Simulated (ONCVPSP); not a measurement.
# Before and after: ONCV potential for nitrogen (N)

N, optimised norm-conserving Vanderbilt (ONCV), made with ONCVPSP 4.0.1 (PBEsol, fully relativistic). Core [He], reference 2s2 2p3. Waves: 2s: rc 0.75 bohr, ncon 4, nbas 7, qcut 10.9 1/bohr, local; 2p: rc 1.50 bohr, ncon 4, nbas 9, qcut 11.5 1/bohr, 2 projectors, debl 1.6 Ha. Local part: the s channel. Core correction: Teter function, fcfact 2, rcfact 1.2.

Open shells are filled in proportion to 2j + 1.

Change: core correction Teter function, fcfact 2, rcfact 1.66.

Cutoffs: the cutoffs (Ha) at which the residual kinetic energy of the hardest occupied pseudo-wave falls to 1 and 0.1 mHa per electron; they do not see the model core or the augmentation charge, which bear on the density cutoff. Errors are all-electron minus pseudo energies relative to the spin-unpolarised reference configuration.

Question: What does the change do?

Answer: The potential gets neither clearly harder nor softer (33 Ha and 176 Ha → 33 Ha and 176 Ha); of the 4 tests that both files solve, the error grows in 0 and shrinks in 3 by more than 15 % and 0.3 meV (median size 51.1 → 40.4 meV); neither file shows a bound ghost. That the errors move this way runs against the usual rule that smaller radii transfer better. A model core, the more so a compact one, raises the density cutoff, which this test does not measure.

```tsv
quantity	base	changed
cutoff, loose	33 Ha	33 Ha
cutoff, tight	176 Ha	176 Ha
bound ghosts	none	none
GHOST(+) flags under 300 eV	none	none
error for 2s2 2p2, meV [ΔE 13.52 eV]	+8.5	+6.9
error for 2s2 2p1, meV [ΔE 42.26 eV]	+81	+61
error for 2s2 2p0, meV [ΔE 89.14 eV]	+386	+266
error for 2s0 2p5, meV [ΔE 22.90 eV]	+21	+20
s: phases at 0.76 bohr within 0.05 rad from the reference energy up to (Ha; the scan ends near 5)	to the end of the scan	to the end of the scan
p3/2: phases at 1.52 bohr within 0.05 rad from the reference energy up to (Ha; the scan ends near 5)	to the end of the scan	to the end of the scan
p1/2: phases at 1.52 bohr within 0.05 rad from the reference energy up to (Ha; the scan ends near 5)	to the end of the scan	to the end of the scan
rms error of d²Exc/dni dnj with the model core, mHa	9.86	8.72
```
